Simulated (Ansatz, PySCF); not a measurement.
Energy difference R1 → P1 + P2, each structure at its B3LYP-D3(BJ)/def2-TZVP stationary point, reached from a drawn start (curvature not checked).
R1, CrF3 (SMILES [F][Cr]([F])[F]) (charge 0, multiplicity 4):
```json
[
 {"atom": "Cr", "x (Å)": "0.0000", "y (Å)": "0.0000", "z (Å)": "0.0008"},
 {"atom": "F", "x (Å)": "1.7316", "y (Å)": "-0.0100", "z (Å)": "-0.0098"},
 {"atom": "F", "x (Å)": "-0.8573", "y (Å)": "1.5046", "z (Å)": "-0.0019"},
 {"atom": "F", "x (Å)": "-0.8743", "y (Å)": "-1.4947", "z (Å)": "0.0110"}
]
```
P1, CrF2 (SMILES [F][Cr][F]) (charge 0, multiplicity 5):
```tsv
atom	x (Å)	y (Å)	z (Å)
Cr	0.0023	0.0198	-0.4300
F	1.6532	-0.0134	0.2237
F	-1.6555	-0.0063	0.2063
```
P2: F atom, charge 0, multiplicity 2.

P less R. No zero-point or thermal terms; open shells are unrestricted; no spin–orbit coupling. The spin states of the d-block species are the ones drawn and need not be the lowest.

Correlated levels freeze the cores.

Codes used: Ansatz (a program for electronic structure); PySCF for M06-2X. No computed number here is a measurement.

What is the computed reaction energy (M06-2X/def2-TZVPP)?

429 kJ/mol

What is the computed reaction energy (SVWN5/def2-TZVPP)?

597 kJ/mol

Give the reaction energy at the level CCSD(T)/def2-TZVPP.

418 kJ/mol
